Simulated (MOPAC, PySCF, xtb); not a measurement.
Energy landscape of H₃Sn, doublet: umbrella (inversion) coordinate, bond length relaxed. Scanned: angle between the Sn-H bonds and the threefold axis (90 = planar). Other coordinates (Sn-H bond length) were minimised at B3LYP/def2-TZVP.

Methods: UHF/STO-3G = PySCF with unrestricted Hartree-Fock/STO-3G; PM6, unrestricted, heats of formation (MOPAC); GFN1-xTB (xtb); CCSD(T) on UHF/def2-TZVP, 4 core orbitals frozen, def2 effective core potentials past Kr (PySCF).

Energies relative to the lowest point of each profile, in mEh; the last columns give the difference from CCSD(T):

```
a / °  UHF/STO-3G   PM6  GFN1-xTB  CCSD(T)  UHF/STO-3G − CCSD(T)  PM6 − CCSD(T)  GFN1-xTB − CCSD(T)
-----  ----------  ----  --------  -------  --------------------  -------------  ------------------
90           13.6     —      60.2     10.2                   3.4              —                50.1
93           12.7     —      52.7      9.5                   3.3              —                43.2
96           10.5     —      41.4      7.6                   2.9              —                33.8
99            7.5   1.6      30.7      5.2                   2.3           -3.6                25.5
102           4.2   0.4      21.5      2.8                   1.5           -2.3                18.7
105           1.5   0.0      13.8      0.9                   0.6           -0.9                12.8
108           0.0   0.6       7.7      0.0                   0.0            0.6                 7.7
111           0.1   2.6       3.4      0.3                  -0.2            2.3                 3.1
114           2.2   6.0       0.8      1.9                   0.3            4.1                -1.1
117           6.6  11.0       0.0      5.1                   1.5            5.9                -5.1
120          13.5  17.7       1.1      9.8                   3.7            7.9                -8.7
123          23.1  26.3       4.2     16.3                   6.8           10.0               -12.1
126          35.5  36.7       9.5     24.5                  11.0           12.2               -15.0
129          51.1  49.0      17.3     34.6                  16.5           14.4               -17.4
132          70.3  63.4      27.8     46.8                  23.5           16.6               -19.0
```

UHF/STO-3G is furthest from CCSD(T) at 132 (23.5 mEh, above); its mean absolute difference over the points is 5.2 mEh.

PM6 is furthest from CCSD(T) at 132 (16.6 mEh, above); its mean absolute difference over the points is 6.7 mEh.

GFN1-xTB is furthest from CCSD(T) at 90 (50.1 mEh, above); its mean absolute difference over the points is 18.2 mEh.

A dash means that the run gave no value there, or that the column was ended at a point which the program doubted or which failed a test of continuity chosen for this set; such a test can also cut sound points.
